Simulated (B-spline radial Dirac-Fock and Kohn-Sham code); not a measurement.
# Tm: eigenvalues, ΔSCF and the reference

System: atomic thulium, 1s2 2s2 2p6 3s2 3p6 3d10 4s2 4p6 4d10 4f12 5s2 5p6 5d1 6s2 (an excited configuration).

The density-functional columns are spherical, spin-unpolarised Dirac-Kohn-Sham results without Breit or QED terms: −ε is minus the orbital energy of the initial state and ΔSCF the difference of two total energies. The reference in the last column comes from Dirac-Fock (average of configuration) total-energy differences with a finite nucleus, the Breit interaction including its frequency dependence, and self-energy and vacuum-polarisation corrections. All numbers are from a radial finite-basis atomic code, in eV; a selection of levels is shown. For the 1s level of heavy atoms much of the gap between ΔSCF and the reference is the Breit and QED part, -276.6 eV here; for other levels the error of the functional can be larger.

```csv
level,LDA −ε,LDA ΔSCF,Dirac-Fock
K,59157.1,59658.9,59394.4
L1,9982.6,10071.4,10130.4
L2,9520.1,9634.6,9625.5
L3,8541.1,8641.4,8656.5
M1,2249.2,2273.0,2321.8
M2,2044.9,2070.5,2101.3
M3,1838.3,1861.6,1893.7
M4,1487.8,1516.3,1522.5
M5,1442.6,1470.2,1478.2
N1,448.5,458.3,484.0
N2,366.3,376.0,394.5
N3,319.3,328.7,347.8
N4,183.6,192.7,200.2
N5,175.0,184.0,191.7
"N6,7",9.72,17.55,13.20
O1,57.67,63.67,66.40
O2,34.88,40.47,39.13
O3,28.75,34.07,33.10
"O4,5",2.15,5.73,4.63
P1,4.63,7.35,5.58
```

Values without a named source are computed, but for edge energies of neutral atoms, which are taken from tables.
